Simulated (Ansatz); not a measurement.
System: sum formula SnOF₂ (charge 0, singlet). 
Structure (B3LYP-D3(BJ)/def2-TZVP (Ansatz, a quantum-chemistry and plane-wave program) minimum search):
SMILES: [O]=[Sn]([F])[F]
```xyz
4

Sn     0.0974    -0.0317    -0.0239
O      1.7879    -0.5810    -0.4380
F     -0.9473    -0.2670     1.5556
F     -1.1831     0.9594    -1.0337
```

Property: atomisation energy (electronic, to ground-state atoms), in kJ/mol. Correlated levels leave the core frozen unless marked. UHF or UKS for open shells. No spin-orbit coupling. Frozen are the shells of the preceding noble gas and the d and f shells that filled before the atom's block. Past Kr the def2 sets carry scalar-relativistic core potentials. The coupled-cluster limit lacks core correlation, which all-electron functionals hold. Basis-set limits of correlation are two-point, X^-3; Hartree-Fock from the larger set. The bracket is a focal-point correction in the basis named.

```csv
level,program,atomisation energy (kJ/mol)
HF/def2-TZVPP,Ansatz,561.6
BHLYP-D3(BJ)/def2-TZVPD,Ansatz + dftd3,1037.5
BHLYP/def2-TZVPD,Ansatz,1028.6
r2SCAN0/def2-TZVPD,Ansatz,1105.0
```

Q: What does RI-MP2/CBS(def2-TZVPPD,def2-QZVPPD)+[CCSD(T)-MP2]/def2-TZVPPD (Ansatz) give?

A: 1247.1 kJ/mol
